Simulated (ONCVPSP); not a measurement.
# Scattering properties, ONCV potential for arsenic

* Element: As (Z = 33)
* Generator: ONCVPSP 4.0.1
* Type: optimised norm-conserving Vanderbilt (ONCV)
* Functional: LDA (Perdew-Zunger)
* Relativity: fully relativistic
* Frozen core: [Ar] 3d10
* Valence charge: 5
* Reference configuration: 4s2 4p3
* Partial waves: 4s: rc 1.35 bohr, ncon 5, nbas 9, qcut 4.8 1/bohr, 2 projectors, debl 0.6 Ha; 4p: rc 1.35 bohr, ncon 5, nbas 9, qcut 5.8 1/bohr, 2 projectors, debl 0.3 Ha
* Local potential: polynomial inside 1.30 bohr (lpopt 5, dvloc0 0 Ha)
* Core correction: Teter function, parameters optimised by the program

Open shells are filled in proportion to 2j + 1.

The phase is arctan(r·R′/R) of the radial function R(r), unwrapped; energies in Ha, scanned from -2 to 5 Ha. A pole is an energy at which the radial function vanishes at the test radius. The pseudo phase is shifted by a multiple of π to meet the all-electron one at the reference energy, and phase errors are pseudo minus all-electron; the curves can meet again beyond the range given. Levels narrower than the energy grid can be missing from the lists of poles.

For each channel, where are the poles, and over which energies does the pseudopotential scatter like the atom?

```tsv
channel	radius (bohr)	reference energy (Ha)	poles, all-electron	poles, pseudo	unbroken range about the reference energy with phases within 0.05 rad	phase error 1 Ha above the reference energy (rad)
s	1.37	-0.54	none	none	the whole range	+0.000
p3/2	1.37	-0.19	none	none	the whole range	+0.000
p1/2	1.37	-0.20	none	none	the whole range	+0.000
```

Note: ghosts flagged at negative energy: s at -169.6 eV, p3/2 at -114.4 eV, p1/2 at -116.2 eV; GHOST(+) flagged for p3/2 at 491.3 eV, p1/2 at 514.7 eV. A true bound ghost makes a file unfit for plane-wave use.

Phases in the s channel:

```tsv
E (Ha)	all-electron	pseudo
-1.98	0.763	0.764
-1.62	0.591	0.591
-1.26	0.352	0.352
-0.90	0.042	0.042
-0.54	-0.300	-0.300
-0.18	-0.604	-0.604
0.18	-0.837	-0.837
0.54	-1.005	-1.005
0.90	-1.126	-1.126
1.26	-1.215	-1.215
1.62	-1.284	-1.283
1.98	-1.337	-1.337
2.34	-1.381	-1.380
2.70	-1.417	-1.416
3.06	-1.447	-1.447
3.42	-1.474	-1.473
3.78	-1.497	-1.497
4.14	-1.518	-1.518
4.50	-1.537	-1.537
4.86	-1.555	-1.556
```
